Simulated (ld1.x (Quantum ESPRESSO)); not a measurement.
**What one change does to a pseudopotential (Al (Z = 13), TM)**

```json
{"Element": "Al", "Generator": "ld1.x (Quantum ESPRESSO) 7.5", "Type": "norm-conserving Troullier–Martins (Kleinman–Bylander form)", "Functional": "LDA (PZ)", "Relativity": "non-relativistic", "Frozen core": "[Ne]", "Valence charge": "3", "Reference configuration": "3s2 3p1", "Partial waves": "3s (bound): rc 1.95 bohr; 3p (bound): rc 2.95 bohr", "Local potential": "all-electron potential smoothed inside 1.65 bohr (lloc = -2)", "Core correction": "none"}
```

All-electron outer shells of the reference configuration (LDA (PZ), non-relativistic, ld1.x):

```
shell  level (eV)  outermost node (bohr)  outermost maximum (bohr)
   3s       -7.81                   0.80                      2.06
   3p       -2.80                   0.82                      2.64
```

Change: functional PBEsol.

Cutoffs: the cutoffs (Ry, on a coarse ladder) from which the occupation-weighted sum of valence levels, in a spherical-Bessel basis at the reference potential, stays within 10 and 1 mRy of its value at 400 Ry; they do not see the model core or the augmentation charge, which bear on the density cutoff. Errors are all-electron minus pseudo energies relative to the spin-unpolarised reference configuration.

Predict the effect on cutoff, ghosts and configuration errors.

The potential gets neither clearly harder nor softer (10 Ry and 30 Ry → 10 Ry and 30 Ry); the number of tests with a reliable result goes from 9 to 7; of the 7 tests that both files solve, the error grows in 0 and shrinks in 6 by more than 15 % and 0.3 meV (median size 8.0 → 4.6 meV); neither file shows a bound ghost.

| quantity | base | changed |
| --- | --- | --- |
| cutoff, loose | 10 Ry | 10 Ry |
| cutoff, tight | 30 Ry | 30 Ry |
| bound ghosts | none | none |
| error for 3s2 3p0, meV [ΔE 5.86 → 5.75 eV] | +3.7 | -0.8 |
| error for 3s1 3p0, meV [ΔE 25.20 → 24.88 eV] | +90 | +19 |
| error for 3s2 3p0.5, meV [ΔE 2.13 → 2.08 eV] | +0.6 | -0.1 |
| error for 3s1 3p1, meV [ΔE 11.64 → 11.50 eV] | +23 | +9.9 |
| error for 3s1 3p2, meV [ΔE 5.12 → 5.09 eV] | +8.0 | +4.6 |
| error for 3s0 3p3, meV [ΔE 10.44 → 10.34 eV] | +35 | +20 |
| error for 3s2 3p1.3, meV [ΔE -0.60 → -0.57 eV] | +0.1 | 0.0 |
| s: phases at 3.21 bohr within 0.05 rad from the reference energy up to (Ry; the scan ends near 5) | 1.1 | 1.2 |
| p: phases at 3.21 bohr within 0.05 rad from the reference energy up to (Ry; the scan ends near 5) | 1.7 | 1.7 |
